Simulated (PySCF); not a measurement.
gallium atom (Ga), doublet; PySCF with DF-PBE0/aug-cc-pVDZ.

Input for PySCF:
```python
from pyscf import gto, scf, dft

mol = gto.M(
    atom='''
Ga    0.00000000    0.00000000    0.00000000
''',
    basis='aug-cc-pvdz',
    spin=1,
    verbose=4,
)

mf = dft.UKS(mol)
mf.xc = 'pbe0'
mf = mf.density_fit(auxbasis='def2-universal-jkfit')
mf.kernel()
```

Task: Write the output that PySCF gives for this input, abridged.

Result: 
```
PySCF version 2.14.0

[INPUT] verbose = 4
[INPUT] num. atoms = 1
[INPUT] num. electrons = 31
[INPUT] charge = 0
[INPUT] spin (= nelec alpha-beta = 2S) = 1
[INPUT] symmetry False subgroup None
[INPUT] Mole.unit = angstrom
[INPUT] Symbol           X                Y                Z      unit          X                Y                Z       unit  Magmom
[INPUT]  1 Ga     0.000000000000   0.000000000000   0.000000000000 AA    0.000000000000   0.000000000000   0.000000000000 Bohr   0.0

nuclear repulsion = 0
number of shells = 9
number of NR pGTOs = 86
number of NR cGTOs = 36
basis = aug-cc-pvdz
ecp = {}

******** <class 'pyscf.df.df_jk.DFUKS'> ********
method = DFUKS
initial guess = minao
damping factor = 0
level_shift factor = 0
DIIS = <class 'pyscf.scf.diis.CDIIS'>
diis_start_cycle = 1
diis_space = 8
diis_damp = 0
SCF conv_tol = 1e-09
SCF conv_tol_grad = None
SCF max_cycles = 50
direct_scf = False
number electrons alpha = 16  beta = 15
XC library pyscf.dft.libxc version 7.1.2
    S. Lehtola, C. Steigemann, M. J. T. Oliveira, and M. A. L. Marques,  SoftwareX 7, 1–5 (2018)
XC functionals = pbe0
    C. Adamo and V. Barone,  J. Chem. Phys. 110, 6158 (1999)
    M. Ernzerhof and G. E. Scuseria,  J. Chem. Phys. 110, 5029 (1999)
radial grids:
    Treutler-Ahlrichs [JCP 102, 346 (1995); DOI:10.1063/1.469408] (M4) radial grids

becke partition: Becke, JCP 88, 2547 (1988); DOI:10.1063/1.454033
pruning grids: <function nwchem_prune>
grids dens level: 3
symmetrized grids: False
atomic radii adjust function: <function treutler_atomic_radii_adjust>
small_rho_cutoff = 0
Set gradient conv threshold to 3.16228e-05
tot grids = 20904
******** <class 'pyscf.df.df.DF'> ********
auxbasis = def2-universal-jkfit
init E= -1923.98387990761

cycle= 1 E= -1924.51804044758  delta_E= -0.534  |g|= 0.0712  |ddm|= 0.549
cycle= 2 E= -1924.52195229586  delta_E= -0.00391  |g|= 0.0404  |ddm|= 0.19
cycle= 3 E= -1924.52279395977  delta_E= -0.000842  |g|= 0.00339  |ddm|= 0.0558
cycle= 4 E= -1924.5228215941  delta_E= -2.76e-05  |g|= 0.000517  |ddm|= 0.0143
cycle= 5 E= -1924.5228219895  delta_E= -3.95e-07  |g|= 4.47e-05  |ddm|= 0.00144
cycle= 6 E= -1924.52282199347  delta_E= -3.97e-09  |g|= 3.5e-06  |ddm|= 0.000196
cycle= 7 E= -1924.52282199349  delta_E= -2.8e-11  |g|= 2.07e-07  |ddm|= 1.86e-05
Extra cycle  E= -1924.52282199349  delta_E= 2.27e-13  |g|= 6.51e-08  |ddm|= 8.46e-07
converged SCF energy = -1924.52282199349  <S^2> = 0.75359371  2S+1 = 2.0035905
```
